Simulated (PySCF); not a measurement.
## Optical rotation: `S(C)[C@]1(F)CC[S@]1=O`, C$_{4}$H$_{7}$FOS$_{2}$

Geometry:
| atom | x (Å) | y (Å) | z (Å) |
| --- | --- | --- | --- |
| C1 | 2.596 | -0.322 | 0.219 |
| S2 | 1.475 | 1.024 | 0.688 |
| C3 | 0.041 | 0.457 | -0.243 |
| F4 | 0.294 | 0.460 | -1.579 |
| C5 | -1.299 | 1.094 | 0.095 |
| C6 | -2.122 | -0.188 | 0.055 |
| S7 | -0.622 | -1.276 | 0.269 |
| O8 | -0.530 | -2.207 | -0.842 |
| H9 | 2.760 | -0.292 | -0.854 |
| H10 | 2.153 | -1.271 | 0.514 |
| H11 | 3.528 | -0.156 | 0.749 |
| H12 | -1.261 | 1.531 | 1.091 |
| H13 | -1.600 | 1.861 | -0.619 |
| H14 | -2.862 | -0.312 | 0.839 |
| H15 | -2.555 | -0.394 | -0.920 |

Computed with TDDFT wB97X-D/aug-cc-pVDZ circular dichroism and optical rotation, one conformer, gas phase (PySCF). Geometry: GFN2-xTB.

The molecule is flexible and this is one conformer; a measurement averages over conformers.

Stereocentres: C3 R, S7 R.

(1) Give the optical rotatory dispersion at 633, 589.3, 546, 436, 405, 365, 355 nm.

Answers

(1) [α] in deg dm⁻¹ (g/mL)⁻¹:
| λ (nm) | origin-invariant length gauge | modified velocity gauge | length gauge (centre of mass) | isotropic polarisability (au) |
| --- | --- | --- | --- | --- |
| 633 | -29.4 | -15.7 | -27.7 | 95.2 |
| 589.3 | -32.9 | -16.8 | -30.9 | 95.6 |
| 546 | -36.6 | -17.4 | -34.3 | 96.1 |
| 436 | -42.5 | -9.5 | -38.2 | 98.3 |
| 405 | -38.1 | +1.9 | -32.7 | 99.3 |
| 365 | -14.4 | +38.9 | -6.7 | 101.2 |
| 355 | -1.4 | +56.4 | +7.1 | 101.8 |

Where the gauges differ in sign the basis doesn't settle the rotation.

**Question.** And for the mirror image at 589.3 nm?

**Answer.** +32.9 deg dm⁻¹ (g/mL)⁻¹ (origin-invariant length gauge): the same size and the opposite sign.

**Question.** What is the molar rotation [Φ] = [α]·M/100 of the geometry above at 589.3 nm?

**Answer.** With M = 154.22 g/mol, -50.7 deg cm² dmol⁻¹ (origin-invariant length gauge).

The first excitation lies at 5.21 eV (238 nm) with R = +24.6 × 10⁻⁴⁰ esu² cm² (velocity form).
